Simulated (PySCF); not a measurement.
Re, sextet (core potentials on Re). Base run: DF-PBE0/def2-SVP run with PySCF.

The PySCF input:
```python
from pyscf import gto, scf, dft

mol = gto.M(
    atom='''
Re    0.000000    0.000000    0.000000
''',
    basis='def2-svp',
    ecp={'Re': 'def2-svp'},
    charge=0,
    spin=5,
    verbose=3,
)

mf = dft.UKS(mol)
mf.xc = 'pbe0'
mf = mf.density_fit(auxbasis='def2-universal-jkfit')
mf.kernel()
```

Each row names what was changed in the base input (with any setting that the change needs).

```
change              basis functions     E (Eh)  HOMO (eV)
------------------  ---------------  ---------  ---------
base                             32  -78.16189      -5.32
basis = LANL2DZ                  22  -78.88569      -3.47
basis = def2-SV(P)               25  -78.16189      -5.32
basis = def2-SVPD                35  -78.16194      -5.32
basis = def2-TZVP                40  -78.11786      -3.41
basis = def2-TZVPD               43  -78.11788      -3.41
basis = def2-TZVPP               56  -78.11946      -3.50
basis = def2-QZVP                72  -78.11954      -3.46
basis = def2-QZVPP               88  -78.12023      -3.50
```

Totals compare only among sets that treat the same electrons; sets with core potentials leave the core out.

Open shells are given as the SCF converged; they aren't shown to be the lowest states, and a large step between rows can be another state.
